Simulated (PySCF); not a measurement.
Radial density of Ga (gallium, neutral)

UHF, [Ar] 3d10 4s2 4p1, 2P determinant. Calculation: PySCF 2.14, in cc-pVDZ-DK (5s4p2d, 27 functions); scalar relativity by spin-free X2C-1e.

```csv
r (bohr),4πr²ρ (e/bohr),4πr²(ρα − ρβ)
0.000650,0.1823,0.0000
0.00109,0.4721,0.0000
0.00184,1.144,0.0000
0.00309,2.725,0.0000
0.00521,6.240,-0.0001
0.00876,13.20,-0.0001
0.0147,24.34,-0.0001
0.0248,35.63,0.0003
0.0417,36.75,0.0023
0.0701,30.29,0.0079
0.118,39.56,0.0111
0.198,38.77,-0.0017
0.334,20.93,0.0017
0.561,26.92,0.0150
0.944,12.42,-0.0036
1.59,2.602,0.1535
2.67,1.119,0.3328
4.49,0.2531,0.1559
7.55,0.01081,0.0099
```

Densities and radii are taken from the X2C orbitals without a picture-change correction, which distorts them close to the nucleus.

Where is the radial spin density 4πr²(ρα − ρβ) most negative, and why is it negative at all?

Around r = 0.944 bohr, down to -0.0036 e/bohr: exchange with the open shell polarises the paired shells in an unrestricted calculation.
